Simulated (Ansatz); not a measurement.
Cost and result for the atomization energy of C2H6AlF (`[CH3][Al]([CH3])[F]`) (10 atoms, 9 bonds).

```xyz
10

C     1.149   -0.870    1.001
Al   -0.535   -0.229    0.275
C    -0.752    1.030   -1.188
F    -1.931   -0.807    0.961
H     1.007   -1.541    1.850
H     1.722   -1.409    0.239
H     1.779   -0.037    1.328
H    -1.320    0.579   -2.009
H     0.203    1.375   -1.591
H    -1.320    1.909   -0.866
```

Charge 0, multiplicity 1. The geometry is a stationary point of PBE0-D4/def2-TZVP. Program: Ansatz. All runs use 2 threads of a server CPU on a shared host. Times are those of one run each, without the atoms' runs, and a repeat can differ threefold. Electronic energies, without spin–orbit coupling; frozen cores. CCSD(T)/CBS adds CCSD(T) − MP2 in def2-TZVPP to the MP2 limit, and its time is that of the two runs behind it. T1 = 0.011. B3LYP takes the VWN-RPA correlation (the form of Gaussian; ORCA's B3LYP/G). HSE06 is the plane-wave form, built on full-range PBE exchange.

CCSD(T)/CBS is a level of theory with its own doubt, some kJ/mol a heavy atom from the limit and from the frozen cores, so smaller differences don't rank the functionals.

| level | functions | wall time | atomization (kJ/mol) | difference from CCSD(T)/CBS | per bond |
| --- | --- | --- | --- | --- | --- |
| revPBE-D4/def2-TZVPP | 219 | 2.3 s | 3705.9 | -58.6 | -6.5 |
| BLYP-D4/def2-TZVPP | 219 | 2.5 s | 3731.2 | -33.3 | -3.7 |
| HSE06-D4/def2-TZVPP | 219 | 3.8 s | 3744.8 | -19.7 | -2.2 |
| CCSD(T)/def2-SVP | 90 | 3.9 s | 3580.9 | -183.6 | -20.4 |
| CAM-B3LYP-D4/def2-TZVPP | 219 | 4.2 s | 3771.8 | 7.3 | 0.8 |
| B3LYP-D4/def2-TZVPP (with forces) | 219 | 5.5 s | 3749.6 | -14.9 | -1.6 |
| r2SCAN-D4/def2-TZVPP (with forces) | 219 | 6 s | 3767.7 | 3.2 | 0.4 |
| B2PLYP/def2-TZVPP | 219 | 6.5 s | 3723.6 | -40.9 | -4.5 |
| r2SCANh-D4/def2-TZVPP | 219 | 6.5 s | 3749.8 | -14.7 | -1.6 |
| ωB97X-V/def2-TZVPP | 219 | 11 s | 3757.1 | -7.4 | -0.8 |
| MP2/def2-QZVPP | 421 | 27 s | 3779.7 | 15.2 | 1.7 |
| CCSD(T)/def2-TZVPP | 219 | 110 s | 3678.6 | -85.9 | -9.5 |
| CCSD(T)/CBS(def2) | – | 2.4 min | 3764.5 | 0.0 | 0.0 |

The D4 term adds +22.2 kJ/mol with B3LYP and +11.7 kJ/mol with PBE0; it sums over pairs of atoms, weighted by their polarisabilities, and B3LYP, whose exchange is more repulsive, gets the larger term. In def2-TZVPP, CCSD(T) changes the Hartree–Fock value by +801.6 kJ/mol (the triples alone add +40.3 kJ/mol) and MP2 by +851.2 kJ/mol; breaking electron pairs costs correlation energy, which Hartree–Fock lacks. Leaving LDA and LC-ωPBE aside and taking each functional with its dispersion term where it has one, the values, not all of them listed here, spread over 117.6 kJ/mol, from BHLYP-D4 to PBE-D4. LDA lies +426.1 kJ/mol from PBE without D4, its usual overbinding.
